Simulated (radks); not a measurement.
Q: Species: Rh5+. Configuration: [Kr] 4d4. Method: scalar-relativistic Kohn-Sham, PBE, spin-unpolarised, spherical densities, finite nucleus; Fermi nuclear charge, rms radius 4.4945 fm; computed with a radial shooting solver on a logarithmic mesh with Libxc functionals. Some entries of the table are withheld. Estimate them.

orbital,occ.,eigenvalue (eV),<1/r> (bohr^-1),<r> (bohr)
1s,2,-23111.77,47.05,0.03263
2s,2,(1),10.65,0.1419
2p,6,-3067.757,10.32,0.1237
3s,2,-670.3944,3.712,0.3905
3p,6,-556.4164,(2),0.3902
3d,10,-374.2923,3.310,0.3699
4s,2,-152.7816,1.432,(3)
4p,6,-119.6226,1.301,1.038
4d,4,-70.7996,1.046,1.255

A: 
(1) 2s eigenvalue (eV): -3414.423
(2) 3p <1/r> (bohr^-1): 3.536
(3) 4s <r> (bohr): 0.9589
